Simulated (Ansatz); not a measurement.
Isolated molecules relaxed with PBE0-D4/def2-TZVP in Ansatz; ΔE leaves out vibrations. CCSD(T)/CBS is the MP2 limit (def2-TZVPP, def2-QZVPP) plus CCSD(T) − MP2 in def2-TZVPP, frozen cores. This one scheme is used for every species. Functionals use def2-TZVPP. def2 core potentials past Kr. For Sn outer-core shells are correlated without core-valence functions, which leaves a few kJ/mol of doubt a bond. Each species was taken in one conformer, which may not be the lowest.

Consider the ligand exchange at the Sn–Cl bond: `[CH3][SnH2][Cl]` + CH₃SH → `C[S][SnH2][CH3]` + HCl.

Problem. Is it downhill or uphill in electronic energy at CCSD(T)/CBS, and by how much? (Estimate.)

Solution. Computed: Uphill: ΔE = +0.38 eV.

Problem. What do these levels give: revPBE-D4, r2SCAN-D4, revPBE, r2SCAN, r2SCAN0, BHLYP, LC-ωPBE, RPA@PBE/def2-TZVPP, MP2/def2-SVP, CCSD(T)/def2-SVP, HF/def2-TZVPP, MP2/CBS(def2)? (An estimate is asked.)

Solution. Computed: revPBE-D4 0.36, r2SCAN-D4 0.43, revPBE 0.44, r2SCAN 0.45, r2SCAN0 0.46, BHLYP 0.54, LC-ωPBE 0.47, RPA@PBE/def2-TZVPP 0.38, MP2/def2-SVP 0.41, CCSD(T)/def2-SVP 0.41, HF/def2-TZVPP 0.63, MP2/CBS(def2) 0.36 eV.

Largest T1 diagnostic among the species: 0.011.

The D4 term adds −0.08 eV with B3LYP and −0.05 eV with PBE0; it sums over pairs of atoms, weighted by their polarisabilities, and B3LYP, whose exchange is more repulsive, gets the larger term. In def2-TZVPP, CCSD(T) changes the Hartree–Fock value by −0.25 eV (the triples alone add −0.04 eV) and MP2 by −0.27 eV.

B3LYP here is the variant with VWN-RPA as its local correlation; programs differ in this.
